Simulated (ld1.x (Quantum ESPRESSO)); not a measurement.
# Ca (Z = 20): TM pseudisation with PW91, scalar-relativistic reference atom.

Ca (Z = 20), norm-conserving Troullier–Martins (Kleinman–Bylander form), made with ld1.x (Quantum ESPRESSO) 7.5 (PW91, scalar-relativistic). Core [Ar], reference 3d0 4s1.75 4p0.25. Waves: 4p (bound): rc 3.85 bohr; 3d (bound, empty): rc 3.15 bohr; 4s (bound): rc 2.45 bohr. Local part: the s channel. Core correction: Bessel-smoothed model core inside 1.65 bohr.

* Cutoffs needed: 8 Ry and 21 Ry (the cutoffs (Ry, on a coarse ladder) from which the occupation-weighted sum of valence levels, in a spherical-Bessel basis at the reference potential, stays within 10 and 1 mRy of its value at 400 Ry) The cutoffs count occupied waves only; the empty 3d level needs 21 Ry at the loose tolerance.
* Ghost test: no extra level below or beside the all-electron valence levels (p, d, s, f tested) (spherical-Bessel basis up to 400 Ry, 20 bohr box)
* Largest excitation error: -32 meV (all-electron minus pseudo) for 3d1 4s1 4p0, out of 7 test configurations
